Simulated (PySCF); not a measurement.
Sn(I)(Me) (CH3ISn), SMILES [CH3][Sn][I] (connectivity only; charge and spin as stated), neutral, multiplicity 1. Heavy atoms are numbered as in [Sn:1]([I:2])[CH3:3]. Hydrogens are named by the atom that carries them.

The structure is a stationary point at B3LYP-D3(BJ)/def2-SVP. The def2 effective core potentials stand for the cores of I, Sn; spin–orbit coupling is left out.

Level of theory: PBE/def2-TZVPD in PySCF.

Mulliken values depend strongly on the basis, most of all with diffuse functions as here. ESP charges are fitted to the potential on shells at 1.4 to 2.0 van der Waals radii. Atomic charges (e), one atom of each kind:

```json
[
 {"atom": "Sn1", "ESP fit": "___", "Mulliken": "0.50"},
 {"atom": "I2", "ESP fit": "___", "Mulliken": "-0.26"},
 {"atom": "C3 (CH3)", "ESP fit": "___", "Mulliken": "-1.00"},
 {"atom": "H on C3", "ESP fit": "___", "Mulliken": "0.26"}
]
```

Task: What belongs in the gaps? (The exact figures need the calculation; the answer reports its results.)

Result: 
- Sn1, ESP fit: 0.18
- I2, ESP fit: -0.21
- C3 (CH3), ESP fit: 0.13
- H on C3, ESP fit: -0.03
